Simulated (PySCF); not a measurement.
Species: CH₃BF₄Si.
Numbering: `[F:1][B:2]([F:3])[SiH2:4][CH:5]([F:6])[F:7]` (hydrogens: H8, H9 on Si4; H10 on C5)

All values: PBE0/pcSseg-1 and CAM-B3LYP/def2-SVPD (PySCF, non-relativistic), on one gas-phase PBE0-D3(BJ)/def2-SVP geometry that isn't relaxed in the solvent. The solvent is an IEF-PCM continuum (van der Waals radii × 1.2). The model holds no explicit solvent molecules, cavitation or dispersion.

Gas phase at PBE0/pcSseg-1: HOMO -8.77 eV, LUMO -1.41 eV, dipole 1.58 D.

Question: What does the continuum do to the energy, the frontier levels and the dipole at PBE0/pcSseg-1 in acetone and dimethylsulfoxide?

Answer: 
| solvent | ε | E(solvent) − E(gas) (kJ/mol) | polarisation term (kJ/mol) | distortion of the solute (kJ/mol) | HOMO (eV) | LUMO (eV) | dipole (D) |
| --- | --- | --- | --- | --- | --- | --- | --- |
| acetone | 20.49 | -14.82 | -16.42 | 1.60 | -8.55 | -1.11 | 1.94 |
| dimethylsulfoxide | 46.83 | -15.51 | -17.28 | 1.77 | -8.55 | -1.10 | 1.96 |

The first energy column is the sum of the next two and covers electrostatics alone. From acetone to dimethylsulfoxide the lowering changes by a factor 1.05, Onsager's factor (ε − 1)/(2ε + 1) by 1.04 and ε itself by 2.3.

Question: Which radius a makes the point-dipole formula ΔE = −[(ε − 1)/(2ε + 1)]·μ²/a³ give the value in dimethylsulfoxide, with the gas-phase dipole?

Answer: μ = 0.622 au and |ΔE| = 0.00591 Eh give a = 1.67 Å; the farthest nucleus lies 2.96 Å from the centroid of the nuclei, so such a sphere wouldn't even hold the nuclei. The formula assumes a rigid point dipole at the centre of a sphere.

Question: Which Mulliken charges (PBE0/pcSseg-1) respond most in acetone (means over atoms taken as equivalent)?

Answer: 
```csv
atoms,environment,gas (e),solvent (e),change
H10,methine hydrogen,+0.122,+0.149,+0.027
Si4,SiH2 silicon,+0.316,+0.331,+0.015
F6/F7,fluorine of a CF2 group,-0.304,-0.318,-0.014
B2,three-coordinate boron,+0.534,+0.545,+0.011
C5,CHF2 carbon,+0.263,+0.253,-0.010
F1/F3,boron-bound fluorine,-0.275,-0.284,-0.009
H8/H9,Si–H hydrogen,-0.039,-0.036,+0.003
```

Question: How do the nuclear quadrupole coupling constants eQVzz/h respond in acetone?

Answer: 
| nucleus | Q (barn) | gas (MHz) | solvent (MHz) | η gas | η solvent |
| --- | --- | --- | --- | --- | --- |
| 11B at B2 | 0.04059 | 3.50 | 3.53 | 0.48 | 0.50 |

Gas phase at CAM-B3LYP/def2-SVPD: HOMO -10.36 eV, LUMO -0.41 eV, dipole 1.67 D.

Question: What does the continuum do to the energy, the frontier levels and the dipole at CAM-B3LYP/def2-SVPD in acetone?

Answer: 
```
solvent      ε  E(solvent) − E(gas) (kJ/mol)  polarisation term (kJ/mol)  distortion of the solute (kJ/mol)  HOMO (eV)  LUMO (eV)  dipole (D)
acetone  20.49                        -15.75                      -17.85                               2.10     -10.15      -0.09        2.10
```

Question: How does the static polarisability (CAM-B3LYP/def2-SVPD, frozen core, with the continuum's full static response) change?

Answer: 
```tsv
medium	isotropic (au)	principal values (au)	⟨r²⟩ of the electrons (bohr²)
gas	55.6	50.8, 55.2, 60.8	1103.5
acetone	69.4	65.4, 69.8, 72.9	1104.3
```

The isotropic value in acetone is 1.25 times the gas-phase one; no cavity-field correction is applied. ⟨r²⟩ is taken about the centre of nuclear charge.

On one thread of an Arm Neoverse V2, shared host with 96 logical CPUs at a one-minute load of 83, this took 11 s and 0.79 GiB of memory at its peak. This is the whole shielding run at PBE0/pcSseg-1 in dimethylsulfoxide, SCF included.

Conformer computed: `[F:1][B:2]([F:3])[SiH2:4][CH:5]([F:6])[F:7]`: F1–B2–Si4–C5 143°, B2–Si4–C5–F6 -176°.
